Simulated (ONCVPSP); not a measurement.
## Varying the ONCV potential for cobalt

Base potential:

ONCVPSP 4.0.1 input, shortened (lines: element, Z, core and valence counts, functional; n l f; lmax; l rc ep ncon nbas qcut; lloc lpopt rc5 dvloc0; l nproj debl; icmod fcfact rcfact), Wu-Cohen, scalar-relativistic:

```
  Co 27.00    3    3  -118130      upf
    1    0    2.00
    2    0    2.00
    2    1    6.00
    3    0    2.00
    3    1    6.00
    3    2    7.00
    2
    0    1.05    0.00    5    9   14.80
    1    1.15    0.00    4    9   15.00
    2    1.25    0.00    3    8   11.20
    4    4    0.75   -1.00
    0    2    0.90
    1    2    1.30
    2    3    1.70
    3    5.00    1.30
```

In the s channel the program set the typed energies aside and used -4.455, 0.250 Ha. In the p channel the program set the typed energies aside and used -3.110, 0.250 Ha.

Cutoffs, loose and tight: the cutoffs (Ha) at which the residual kinetic energy of the hardest occupied pseudo-wave falls to 1 and 0.1 mHa per electron. They do not see the model core or the augmentation charge, which bear on the density cutoff. Test errors are all-electron minus pseudo excitation energies from the reference, over the configurations 3s2 3p6 3d7 4s2; 3s2 3p6 3d7 4s1; 3s2 3p6 3d6; 3s2 3p6 3d7 4p2. A dash means not determined; rows that change the core or the reference have their own tests.

A true bound ghost makes a file unfit for plane-wave use even where its test errors are small: the radial tests pick states by their node count and pass the ghost by.

| change | outcome | cutoff, loose | cutoff, tight | bound ghosts | GHOST(+) flags above zero | largest test error (meV) |
| --- | --- | --- | --- | --- | --- | --- |
| base | generated, projector energies reset by the program | 73 Ha | 85 Ha | none | none | +29 |
| d: rc 1.06 | generated, projector energies reset by the program | 73 Ha | 216 Ha | none | none | +9.7 |
| core correction Teter function, fcfact 7.8, rcfact 1.3 | generated, projector energies reset by the program | 73 Ha | 85 Ha | none | none | +29 |

**Question.** What comes out with this change to the base: s: qcut 10.8; p: qcut 10.9; d: qcut 8.2?

**Answer.** outcome: generated, projector energies reset by the program; cutoff, loose: 159 Ha; cutoff, tight: 284 Ha; bound ghosts: d; GHOST(+) flags above zero: d; largest test error (meV): +46.

**Question.** What comes out with this change to the base: s: nproj 1?

**Answer.** outcome: generated, projector energies reset by the program; cutoff, loose: 73 Ha; cutoff, tight: 85 Ha; bound ghosts: none; GHOST(+) flags above zero: none; largest test error (meV): +131.
